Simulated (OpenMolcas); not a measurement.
# Zr+: thermal populations, worked from levels

- Program: OpenMolcas
- Basis: ANO-RCC-VQZP [8s7p5d3f2g1h]
- Scalar Hamiltonian: DKH2, point nucleus
- Active space: 3 electrons in 11 orbitals (4d 5s 5d)
- State averaging: 2S+1 = 4 even, 20 roots; 2S+1 = 2 even, 49 roots kept (CI in the orbitals of an earlier block)
- Spin-orbit coupling: RASSI with atomic mean-field integrals over the reference wave functions, term energies averaged over their components

Methods: CASSCF; MS-CASPT2, IPEA 0.25 Eh, imaginary shift 0.1 Eh (closed shells correlated: 4s 4p). Measured levels: NIST Handbook of Basic Atomic Spectroscopic Data.

**Thermal populations.** Z = Σ (2J + 1) exp(-E/kT) with k = 0.695035 cm-1/K, over the levels below. No other level of either list lies under 4140 cm-1, which is above 7 kT at each temperature.

```
        Level  2J + 1  MS-CASPT2  measured
4d² 5s ⁴F_3/2       4        0.0       0.0
4d² 5s ⁴F_5/2       6        336       315
4d² 5s ⁴F_7/2       8        816       763
4d² 5s ⁴F_9/2      10       1411      1323
   4d³ ⁴F_3/2       4       2620      2572
   4d³ ⁴F_5/2       6       2960      2895
   4d³ ⁴F_7/2       8       3380      3300
   4d³ ⁴F_9/2      10       3860      3758
```

```
T (K)  Z, MS-CASPT2  Z, measured levels  Ground level (%), MS-CASPT2  Ground level (%), measured levels
  300         5.369               5.548                         74.5                               72.1
```

At 300 K, kT = 209 cm-1, and the computed levels give Z = 4.000 + 1.198 + 0.160 + 0.012 + 0.000 + 0.000 + 0.000 + 0.000 = 5.369.

CASPT2 breaks the degeneracy within a term, and the mean is taken; among the terms shown or strongly mixed into the levels shown the widest spread is 1100 cm-1 (4d³ ⁴F, MS-CASPT2). Active for correlation alone: 5d; no level in the range computed is led by a configuration that fills it, so any true level of that kind is missing. Without dynamic correlation excited terms often stand tens of per cent too high (terms of higher spin than the ground term too low), and those without a measured partner can miss by more than the paired ones (holds for CASSCF). Measured partners are found by configuration, term and J. A level has none where our copy of the source lacks it or the pairing is in doubt (some pairs that miss far off the trend of their configuration count as doubtful), and it then counts in no deviation. Levels of configurations outside the active space are missing.
